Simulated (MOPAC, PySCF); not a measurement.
HBr, SMILES `Br`, neutral singlet in the gas phase. 

Z-matrix (Å, degrees):
```
Br
H 1 1.4205
```
Charge 0, spin multiplicity 1.

All levels are single points at this geometry (PBE0-D3(BJ)/def2-TZVP); Pople sets use spherical d functions. Orbital energies aren't observables, and empty levels follow the basis.

B3LYP/LANL2DZ in PySCF gives gap (eV) = 8.25.

Q: Estimate the gap (eV) from each of these levels: TPSSh-D3(BJ)/def2-TZVP in PySCF; M06-2X/6-31G* in PySCF; PM3 in MOPAC; PM6 in MOPAC; PM7 in MOPAC.

A: 
```tsv
level	gap (eV)
TPSSh-D3(BJ)/def2-TZVP in PySCF	7.49
M06-2X/6-31G* in PySCF	11.14
PM3 in MOPAC	12.26
PM6 in MOPAC	12.56
PM7 in MOPAC	12.77
```
